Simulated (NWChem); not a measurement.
Species: GeSiNH₇; SMILES [SiH2](N)[GeH3]

```xyz
10

Si    -0.5882     1.1951    -0.0001
N      0.7363     2.3464    -0.0002
Ge     0.0770    -1.1185     0.0000
H     -1.4170     1.4526    -1.2304
H     -1.4159     1.4525     1.2309
H      1.3344     2.3589    -0.8323
H      1.3312     2.3619     0.8342
H      0.9389    -1.4411    -1.2554
H     -1.1171    -2.1158     0.0151
H      0.9631    -1.4323     1.2408
```
Atoms are numbered in this order, from 1.

Results from NWChem. Pople sets run with spherical d functions. Medium grid unless said otherwise, to which SCAN and Minnesota functionals are sensitive. Coordinates come from a PBE-D3(BJ)/def2-SVP optimisation. Total energies of different functionals are on different scales.

```json
[
 {"level": "B3LYP/6-31G*", "energy (Ha)": "-2425.2273", "highest occupied level (eV)": "-6.60", "orbital gap (eV)": "6.68", "dipole (D)": "1.23"},
 {"level": "PBE/6-31G*", "energy (Ha)": "-2424.6082", "highest occupied level (eV)": "-5.56", "orbital gap (eV)": "5.00", "dipole (D)": "1.32"},
 {"level": "BP86/6-31G*", "energy (Ha)": "-2425.4555", "highest occupied level (eV)": "-5.67", "orbital gap (eV)": "5.09", "dipole (D)": "1.33"},
 {"level": "LDA (Slater exchange, VWN5)/6-31G*", "energy (Ha)": "-2420.3372", "highest occupied level (eV)": "-5.63", "orbital gap (eV)": "4.92", "dipole (D)": "1.35"},
 {"level": "PW91/6-31G*", "energy (Ha)": "-2425.2614", "highest occupied level (eV)": "-5.61", "orbital gap (eV)": "4.99", "dipole (D)": "1.32"},
 {"level": "Hartree-Fock/6-31G*", "energy (Ha)": "-2422.5173", "highest occupied level (eV)": "-9.81", "orbital gap (eV)": "13.13", "dipole (D)": "1.12"},
 {"level": "BLYP/6-31G*", "energy (Ha)": "-2425.1667", "highest occupied level (eV)": "-5.40", "orbital gap (eV)": "5.00", "dipole (D)": "1.30"},
 {"level": "r2SCAN0/6-31G*", "energy (Ha)": "-2425.0525", "highest occupied level (eV)": "-7.06", "orbital gap (eV)": "7.52", "dipole (D)": "1.24"}
]
```
